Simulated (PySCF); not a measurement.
# Simulated absorption spectrum

Species: C3H12OSSi2.
Z-matrix (Å and degrees, GFN2-xTB geometry), rows numbered from 1:
```
C 
C   1  1.5244
C   2  1.5246  1  111.77
O   2  1.4090  1  108.90  3   119.73
Si  4  1.6143  2  128.88  1   112.26
S   5  2.1273  4  101.56  2   179.18
Si  6  2.1517  5  102.28  4     2.48
H   1  1.0872  2  109.60  3   -60.67
H   1  1.0863  2  110.21  3    59.55
H   1  1.0872  2  110.08  3   179.85
H   2  1.0982  1  109.31  3  -121.31
H   3  1.0872  2  109.92  1   178.57
H   3  1.0873  2  109.73  1    59.19
H   3  1.0863  2  110.23  1   -61.19
H   5  1.4590  4  112.53  2   -63.94
H   5  1.4585  4  112.27  2    62.46
H   7  1.4566  6  109.82  5   -62.79
H   7  1.4540  6  101.72  5   178.74
H   7  1.4567  6  109.55  5    60.35
```

Method used: TDDFT PBE0/def2-SVPD, vertical, gas phase, core orbitals frozen in the response (PySCF 2.14.0, density-fitted response routines). GFN2-xTB frequencies show an imaginary mode (23i cm⁻¹), so this geometry is no minimum at that level.

Broadening: Gaussians 0.25 eV wide at half height, area fixed by f = 4.319×10⁻⁹ ∫ε dν̃. The width is an assumption, not a result. The curve ends short of the highest state used, and states not computed would add to its high-energy end.

(λ (nm), ε (L mol⁻¹ cm⁻¹)): (194.5, 644), (195.6, 726), (196.7, 756), (197.8, 736), (198.9, 676), (199.9, 597), (201.0, 494), (202.1, 386), (203.2, 283), (204.3, 193), (205.4, 123), (206.5, 72), (207.6, 39), (208.7, 20), (209.8, 10), (210.9, 6), (212.0, 7), (213.1, 13), (214.2, 27), (215.3, 53), (216.4, 98), (217.5, 167), (218.6, 264), (219.7, 385), (220.8, 522), (221.9, 658), (223.0, 775), (224.1, 851), (225.1, 876), (226.2, 850), (227.3, 775), (228.4, 665), (229.5, 538), (230.6, 411), (231.7, 297), (232.8, 203), (233.9, 132), (235.0, 82), (236.1, 48), (237.2, 27), (238.3, 14), (239.4, 7), (240.5, 4), (241.6, 2)

(1) Locate the maxima and give the states behind the curve.

(2) Coming from long wavelengths, where does ε first pass 100 L mol⁻¹ cm⁻¹?

(3) On this curve, what absorbance would a 10⁻³ mol/L sample give at 222 nm over a 1 cm path?

Results:

(1) 225 nm (5.51 eV), ε about 880, made up of S1 (100%); 197 nm (6.30 eV), ε about 760, made up of S2 (30%) and S3 (70%) (ε in L mol⁻¹ cm⁻¹; maxima over ε = 5, shares over 10%). The states used: S1 5.51 eV (f 0.0081); S2 6.20 eV (f 0.0034); S3 6.34 eV (f 0.0053); S4 6.79 eV (f 0.0013); S5 6.95 eV (f 0.040); S6 6.98 eV (f 0.0042).

(2) At about 235 nm (5.29 eV), 0.22 eV below S1.

(3) 222 nm is 5.585 eV, where ε is about 670 L mol⁻¹ cm⁻¹, so A = ε c l ≈ 0.67 (Beer–Lambert, with the gas-phase spectrum and the assumed width).

One conformer stands for the species.
